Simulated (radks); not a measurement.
Problem. The mean radii <r> (bohr) of the occupied orbitals of an atom or ion are listed with their occupations. Method: Dirac Kohn-Sham, BP86, spin-unpolarised, spherical densities, point nucleus; computed with a radial shooting solver on a logarithmic mesh with Libxc functionals.

| orbital | occ. | <r> |
|---|---|---|
| 1s1/2 | 2 | 0.04148 |
| 2s1/2 | 2 | 0.1832 |
| 2p1/2 | 2 | 0.1573 |
| 2p3/2 | 4 | 0.1613 |
| 3s1/2 | 2 | 0.5301 |
| 3p1/2 | 2 | 0.5334 |
| 3p3/2 | 4 | 0.5439 |
| 3d3/2 | 4 | 0.5532 |
| 3d5/2 | 6 | 0.5571 |
| 4s1/2 | 2 | 1.537 |
| 4p1/2 | 2 | 1.802 |
| 4p3/2 | 3 | 1.839 |

Name the element and its charge. Open shells, if any, fill j = l - 1/2 first.

Solution. Z = 36, krypton, charge +1: Kr+ in [Ar] 3d10 4s2 4p5. The 1s radius gives Z: for a bare nucleus <r> = (2 gamma + 1)/(2Z) with gamma = sqrt(1 - (Z/c)^2), 0.04069 bohr for Z = 36, and screening makes it slightly larger (0.04148 here). The occupations add up to 35, and the charge is Z minus that.
